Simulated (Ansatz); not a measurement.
Consider the atomization: `[F][Ge]([F])([SiH3])[Cl]` → Cl• + 2 F• + Ge• + 3 H• + Si•.

Calculated with Ansatz (gas phase, PBE0-D4/def2-TZVP geometries, no zero-point term in ΔE). CBS: MP2 limit from def2 TZ/QZ plus the TZ coupled-cluster correction, frozen cores. This one scheme is used for every species, atoms too. Functionals use def2-TZVPP. B3LYP here is the variant with VWN-RPA as its local correlation; programs differ in this. HSE06 is defined as in plane-wave codes. Open shells (•) are unrestricted, without spin–orbit coupling. Spin–orbit coupling would lower the free atoms: a little for Cl, F, Si; clearly for Ge. Bonds to Ge are less sure, by a few kJ/mol each and by 10 to 20 or more in all where they break to atoms, as the def2 sets lack core-valence functions. Scalar relativity is left out up to krypton.

`[F][Ge]([F])([SiH3])[Cl]`:

Z-matrix (Å, degrees):
```
Ge
F 1 1.725
Si 1 2.383 2 112.3
F 1 1.724 2 103.8 3 121.5
Cl 1 2.130 2 106.2 3 -126.7
H 3 1.481 1 106.9 2 178.4
H 3 1.481 1 106.9 2 -62.1
H 3 1.481 1 107.6 2 58.2
```

What is ΔE at CCSD(T)/CBS? (Best estimate.)

The calculation gave: +609.3 kcal/mol.

What do these levels give: B3LYP-D4, HSE06-D4, CAM-B3LYP-D4, r2SCAN0, HF/def2-TZVPP, MP2/CBS(def2)? (An estimate is asked.)

Ansatz gave: B3LYP-D4 599.0, HSE06-D4 598.0, CAM-B3LYP-D4 604.9, r2SCAN0 593.9, HF/def2-TZVPP 441.7, MP2/CBS(def2) 624.1 kcal/mol.

Largest T1 diagnostic among the species: 0.012.

Leaving LDA and LC-ωPBE aside and taking each functional with its dispersion term where it has one, the values, not all of them listed here, spread over 30.2 kcal/mol, from BHLYP-D4 to B97M-V. LDA lies +88.5 kcal/mol from PBE without D4, its usual overbinding. The D4 term adds +7.8 kcal/mol with B3LYP and +4.1 kcal/mol with PBE0; it sums over pairs of atoms, weighted by their polarisabilities, and B3LYP, whose exchange is more repulsive, gets the larger term.

For atomizations the MP2-based limit and the directly extrapolated one differ by several kJ/mol either way, and by 10 to 25 for some Ge, Se and Sn compounds, so smaller differences from it don't rank the levels.
